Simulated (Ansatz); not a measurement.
**Worked example: CH5AlO3 → Al(OH)2 + CH3O**

Species: CH5AlO3 `C[O][Al]([OH])[OH]`, singlet; Al(OH)2, doublet; CH3O `C[O]`, doublet. 

Shapes, held fixed at every level: PBE0-D4/def2-TZVP. Flexible molecules stand in one conformer, not always the lowest. Programs: Ansatz 0.2.0. The zero-point and thermal change to 298 K, harmonic and unscaled (PBE0-D4/def2-TZVP), is -16.6 kJ/mol.

At CCSD(T)/CBS estimate; 1 Eh = 2625.50 kJ/mol:

| species | energy (Eh) |
| --- | --- |
| CH5AlO3 | -508.765606 |
| Al(OH)2 | -393.637566 |
| CH3O | -114.935170 |

Task: Work out ΔH(298 K) of the reaction at this level.

Result: 
1. Products less reactants: (-393.637566) + (-114.935170) − [(-508.765606)] = 0.192870 Eh = +506.4 kJ/mol.
2. With the thermal change: +506.4 + (-16.6) = +489.8 kJ/mol.

Other levels give +352.3 (HF/def2-TZVPP) to +500.8 kJ/mol (SPW92/def2-TZVPP). No measured value is set beside it here. Open shells run unrestricted unless RO is named. The CBS estimate extrapolates MP2 from def2-TZVPP and def2-QZVPP and adds CCSD(T) − MP2 in the triple-zeta set, cores frozen.
